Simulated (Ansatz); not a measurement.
`[CH3][Al]([CH3])[SnH3]` + `CCS` → `CC[S][SnH3]` + `[CH3][AlH][CH3]`  (cleavage of the Sn–Al bond)

Gas-phase electronic energies from Ansatz, PBE0-D4/def2-TZVP geometries. CBS: MP2 limit from def2 TZ/QZ plus the TZ coupled-cluster correction, frozen cores. DFT in def2-TZVPP. B3LYP here is the variant with VWN-RPA as its local correlation; programs differ in this. Elements past krypton have def2 core potentials. For Sn outer-core shells are correlated without core-valence functions, which leaves a few kJ/mol of doubt a bond. Each species was taken in one conformer, which may not be the lowest.

```json
{"level": "PBE0-D4", "ΔE (eV)": "-0.02"}
{"level": "ωB97X-V", "ΔE (eV)": "-0.09"}
{"level": "ωB97M-V", "ΔE (eV)": "-0.09"}
{"level": "PBE0", "ΔE (eV)": "0.01"}
{"level": "B3LYP", "ΔE (eV)": "-0.02"}
{"level": "SCS-MP2/def2-TZVPP", "ΔE (eV)": "-0.11"}
{"level": "CCSD/def2-TZVPP", "ΔE (eV)": "-0.04"}
{"level": "MP2/def2-QZVPP", "ΔE (eV)": "-0.12"}
```

Problem. What does CCSD(T)/CBS give? (An estimate is asked.)

Solution. Ansatz gave: -0.08 eV. The listed levels differ from it by 0.06, -0.01, -0.01, 0.09, 0.06, -0.03, 0.04, -0.04 eV.

Largest T1 diagnostic among the species: 0.012.

The D4 term adds −0.06 eV with B3LYP and −0.03 eV with PBE0; it sums over pairs of atoms, weighted by their polarisabilities, and B3LYP, whose exchange is more repulsive, gets the larger term.
